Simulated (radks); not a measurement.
The numbers below are computed, except where a source is named.
How relativity changes the ionisation of the krypton ion Kr2+ ([Ar] 3d10 4s2 4p4) to Kr3+ ([Ar] 3d10 4s2 4p3). Spin-unpolarised spherical Kohn-Sham, PBE, point nucleus unless stated (finite: rms radius 4.1884 fm), a radial shooting solver on a logarithmic mesh with Libxc functionals. A level marked "c x" has the speed of light scaled by that factor and shares open shells by 2j + 1; other Dirac levels either fill j = l - 1/2 first or share by 2j + 1.

level,E(Kr2+) (hartree),E(Kr3+) (hartree),IE (eV),HOMO,<r> HOMO (bohr)
non-rel.,-2751.96532,-2750.60500,37.016,4p,1.745
scalar-rel.,-2788.81498,-2787.45251,37.075,4p,1.738
"scalar-rel., finite nucleus",-2788.79117,-2787.42870,37.075,4p,1.738
"Dirac, 2j+1 shares",-2789.02882,-2787.66602,37.084,4p3/2,1.748
"Dirac, low j first",-2789.04847,-2787.69879,36.727,4p3/2,1.749
"Dirac, 2j+1 shares, finite nucleus",-2789.00498,-2787.64217,37.084,4p3/2,1.748
"Dirac, c x 0.75",-2819.71303,-2818.34806,37.143,4p3/2,1.751
"Dirac, c x 2",-2760.99634,-2759.63543,37.032,4p3/2,1.746
"Dirac, c x 3",-2755.96052,-2754.59995,37.023,4p3/2,1.746

NIST Atomic Spectra Database: 35.84 eV (measured). The relativistic part of the total energy of Kr2+ is -37.04 hartree (Dirac, 2j+1 shares, finite nucleus), 1.3 % of the non-relativistic value. Spin polarisation and multiplet splitting of open shells are left out at every level.

Beside tabulated values, note that spin-unpolarised runs miss the spin-polarisation part of the exchange energy of open shells.
